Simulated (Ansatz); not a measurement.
# Relaxing a trial structure of BeH6SSiSn

The starting geometry of this gas-phase singlet was optimised with GFN2-xTB.

```
atom    x (Å)    y (Å)    z (Å)
  Be  -1.6100  -0.8156  -0.8587
   S  -1.3155   1.1144  -0.0421
  Si   0.8344   1.3873  -0.1342
  Sn  -1.9910  -0.1681   1.9409
   H  -1.0475  -0.9943  -2.0093
   H   1.4822   0.0861  -0.1008
   H   1.1359   2.1991   1.0395
   H   1.0045   2.1178  -1.3803
   H  -2.3025  -1.6427  -0.0391
   H  -0.2774  -0.8415   2.1932
```

Question: Predict what becomes of its bonds when it is optimised with BLYP-D3(BJ)/def2-SVP.

Answer: A new bond forms, giving a structure with H9 bridging Sn4 and Be1, given below by its coordinates. Distances that change by over a tenth: Be1–H9 (1.35 → 1.49 Å), S2–Sn4 (2.46 → 2.72 Å). Contacts that close: Sn4–H9 (2.49 → 1.99 Å).

The energy falls by 0.61 eV over 14 steps:

```json
{"step": "1", "E − E(last) (eV)": "0.614"}
{"step": "2", "E − E(last) (eV)": "0.164"}
{"step": "4", "E − E(last) (eV)": "0.011"}
{"step": "5", "E − E(last) (eV)": "0.007"}
{"step": "7", "E − E(last) (eV)": "0.003"}
{"step": "8", "E − E(last) (eV)": "0.001"}
{"step": "10", "E − E(last) (eV)": "0.000"}
{"step": "11", "E − E(last) (eV)": "0.000"}
{"step": "13", "E − E(last) (eV)": "0.000"}
{"step": "14", "E − E(last) (eV)": "0.000"}
```

Final geometry (Å):

```xyz
10

Be   -1.4921   -0.7135   -0.8559
S    -1.4560    1.2879   -0.2192
Si    0.7402    1.3944   -0.1390
Sn   -2.0553   -0.3190    1.8935
H    -1.1334   -1.2995   -2.0103
H     1.3274    0.0285   -0.2968
H     1.1270    1.9745    1.1841
H     1.1890    2.2911   -1.2505
H    -2.0478   -1.4921    0.2872
H    -0.2860   -0.7096    2.0160
```

Frequencies at the end are all real (lowest 79 cm⁻¹). Atoms past krypton carry core potentials, without spin–orbit terms. Run with Ansatz 0.2.0, 29 s on 2 threads of Arm Neoverse V1, with other jobs on the host.
